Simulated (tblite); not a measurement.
C7H5O3 (doublet state).
SMILES with atom numbers: `[CH3:1][C:2](=[O:3])[c:4]1[c:5][cH:6][c:7](=[O:8])[o:9][cH:10]1` (hydrogens: H11, H12, H13 on C1; H14 on C6; H15 on C10)

Computed with GFN2-xTB (tblite), gas phase: L-BFGS steps from a force-field or distance-geometry start until the largest atomic force falls under 0.01 eV/Å.

Step 18: E = -805.9414 eV
```
atom  x, y, z in Å  |  force x, y, z in eV/Å
C1     -2.2940    1.0987   -0.2516    0.006  -0.034   0.004
C2     -1.6702   -0.1700    0.2656   -0.001   0.043  -0.030
O3     -2.3021   -1.0713    0.7634   -0.013   0.039  -0.029
C4     -0.1899   -0.2511    0.1374   -0.027  -0.043   0.020
C5      0.6559    0.7331   -0.4135   -0.070   0.001   0.008
C6      1.9739    0.6195   -0.5126   -0.077   0.053  -0.012
C7      2.6275   -0.6004   -0.0303   -0.043   0.000   0.001
O8      3.8030   -0.8316   -0.0697   -0.009   0.013   0.004
O9      1.7669   -1.5361    0.5065    0.029  -0.106   0.026
C10     0.4615   -1.3662    0.5766    0.043  -0.010   0.020
H11    -2.6531    1.6824    0.5980    0.128   0.004  -0.046
H12    -1.5718    1.6710   -0.8303   -0.073   0.031   0.071
H13    -3.1718    0.8671   -0.8536    0.070  -0.057  -0.004
H14     2.6249    1.3665   -0.9299    0.051   0.041  -0.028
H15    -0.0651   -2.2034    1.0222   -0.014   0.028  -0.005
```

Step 19: E = -805.9435 eV
```
atom  x, y, z in Å  |  force x, y, z in eV/Å
C1     -2.2870    1.0973   -0.2527   -0.004  -0.005  -0.003
C2     -1.6710   -0.1747    0.2658    0.014   0.092  -0.030
O3     -2.3068   -1.0726    0.7633   -0.032   0.015  -0.024
C4     -0.1912   -0.2567    0.1404   -0.039  -0.056   0.014
C5      0.6481    0.7322   -0.4126   -0.042  -0.042   0.027
C6      1.9663    0.6221   -0.5131   -0.055   0.042  -0.006
C7      2.6245   -0.5958   -0.0318   -0.072  -0.032   0.015
O8      3.8002   -0.8247   -0.0725   -0.008   0.024   0.000
O9      1.7677   -1.5359    0.5066    0.026  -0.103   0.027
C10     0.4613   -1.3719    0.5794    0.045   0.017   0.011
H11    -2.6410    1.6875    0.5933    0.098  -0.008  -0.001
H12    -1.5641    1.6709   -0.8285   -0.038   0.003   0.044
H13    -3.1647    0.8723   -0.8560    0.046  -0.068  -0.012
H14     2.6175    1.3690   -0.9300    0.044   0.053  -0.034
H15    -0.0641   -2.2110    1.0266    0.018   0.068  -0.029
```

Step 20: E = -805.9452 eV
```
atom  x, y, z in Å  |  force x, y, z in eV/Å
C1     -2.2805    1.0962   -0.2538   -0.006   0.022  -0.007
C2     -1.6725   -0.1782    0.2659    0.021   0.086  -0.015
O3     -2.3130   -1.0731    0.7626   -0.041   0.001  -0.022
C4     -0.1934   -0.2634    0.1436   -0.025  -0.045   0.005
C5      0.6395    0.7301   -0.4112   -0.001  -0.058   0.031
C6      1.9580    0.6254   -0.5137   -0.017   0.014   0.002
C7      2.6208   -0.5921   -0.0330   -0.073  -0.042   0.019
O8      3.7973   -0.8174   -0.0754   -0.020   0.036  -0.005
O9      1.7692   -1.5373    0.5072    0.012  -0.059   0.012
C10     0.4622   -1.3770    0.5824    0.030   0.025   0.004
H11    -2.6276    1.6926    0.5891    0.055  -0.013   0.044
H12    -1.5555    1.6693   -0.8258    0.005  -0.007   0.002
H13    -3.1573    0.8772   -0.8590    0.018  -0.071  -0.015
H14     2.6100    1.3729   -0.9309    0.012   0.035  -0.022
H15    -0.0618   -2.2171    1.0301    0.030   0.076  -0.033
```

Step 21: E = -805.9463 eV
```
atom  x, y, z in Å  |  force x, y, z in eV/Å
C1     -2.2761    1.0960   -0.2547    0.000   0.032  -0.007
C2     -1.6741   -0.1798    0.2662    0.015   0.041   0.002
O3     -2.3185   -1.0727    0.7614   -0.039   0.005  -0.023
C4     -0.1957   -0.2689    0.1458   -0.001  -0.019  -0.002
C5      0.6334    0.7273   -0.4095    0.025  -0.042   0.019
C6      1.9520    0.6278   -0.5139    0.013  -0.013   0.009
C7      2.6174   -0.5902   -0.0335   -0.045  -0.028   0.011
O8      3.7948   -0.8116   -0.0776   -0.028   0.039  -0.006
O9      1.7708   -1.5392    0.5079   -0.001  -0.008  -0.006
C10     0.4635   -1.3801    0.5846    0.009   0.018   0.000
H11    -2.6174    1.6961    0.5870    0.023  -0.013   0.063
H12    -1.5481    1.6666   -0.8238    0.029  -0.002  -0.029
H13    -3.1519    0.8804   -0.8618    0.002  -0.065  -0.010
H14     2.6042    1.3766   -0.9319   -0.021   0.004  -0.003
H15    -0.0589   -2.2203    1.0319    0.020   0.050  -0.018
```

Problem. Estimate the geometry and energy of step 22. (The exact step hangs on the optimiser's Hessian estimate; all steps are aligned on step 21, rigid shifts and turns removed.)

Solution. E = -805.9469 eV, largest force 0.058 eV/Å
```
atom  x, y, z in Å  |  force x, y, z in eV/Å
C1     -2.2736    1.0966   -0.2553    0.008   0.027  -0.002
C2     -1.6751   -0.1800    0.2665    0.004   0.000   0.009
O3     -2.3222   -1.0721    0.7602   -0.030   0.016  -0.025
C4     -0.1971   -0.2724    0.1470    0.011   0.007  -0.004
C5      0.6303    0.7249   -0.4082    0.026  -0.012   0.003
C6      1.9488    0.6288   -0.5139    0.022  -0.024   0.010
C7      2.6148   -0.5897   -0.0336   -0.010  -0.007   0.001
O8      3.7929   -0.8075   -0.0790   -0.021   0.030  -0.005
O9      1.7717   -1.5405    0.5083   -0.009   0.019  -0.015
C10     0.4645   -1.3815    0.5859   -0.006   0.007  -0.002
H11    -2.6113    1.6978    0.5871    0.008  -0.012   0.056
H12    -1.5429    1.6645   -0.8234    0.030   0.003  -0.038
H13    -3.1488    0.8815   -0.8635    0.001  -0.052   0.000
H14     2.6002    1.3789   -0.9325   -0.036  -0.017   0.010
H15    -0.0566   -2.2212    1.0326    0.002   0.016   0.002
```

The energy changes by -0.0006 eV. The first-order estimate −F·Δx gives -0.0009 eV and the mean of the old and new forces, exact on a quadratic surface, -0.0006 eV. The step makes an angle of 70° with the force vector and moves no atom by more than 0.006 Å.

The cost below is that of the whole relaxation. Time: 0.66 s of wall time. Hardware: one thread of an Arm Neoverse V2, shared host with 96 logical CPUs at a one-minute load of 19.
